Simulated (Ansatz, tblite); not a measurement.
Removing an electron: the cluster B₂As₃⁻ (the lowest singlet isomer of a short search). Charge -1, multiplicity 1. Geometry: PBE-D4/def2-SVPD. Ansatz, gas phase; energy differences of separate SCF runs; the oxidised species was run as a doublet alone.

```xyz
5

B     0.2484   -0.6006    0.2079
B    -0.0481    1.1309    0.4213
As   -1.3641    0.5102   -0.8953
As    0.1444   -1.3950   -1.5514
As    1.0193    0.3544    1.8175
```

The xTB rows come from tblite. The structure comes from a short search, and lower isomers may exist.

Question: Estimate orbital energies and vertical ionisation energies at: GFN1-xTB; GFN2-xTB; PBE-D4/def2-TZVPD; r2SCAN-D4/def2-TZVPD; PBE0-D4/def2-TZVPD.

Answer: 
```
               level  −HOMO (eV)  vertical IE (eV)  −LUMO (eV)  HOMO–LUMO gap (eV)
            GFN1-xTB        1.88              5.27        0.68                1.20
            GFN2-xTB        1.87              4.71        0.60                1.26
   PBE-D4/def2-TZVPD        0.10              2.44       -1.04                1.14
r2SCAN-D4/def2-TZVPD        0.27              2.48       -1.03                1.30
  PBE0-D4/def2-TZVPD        0.92              2.48       -1.64                2.56
```

 Raw xTB energy differences between charge states are shifted by several eV; the methods need an empirical correction for them.
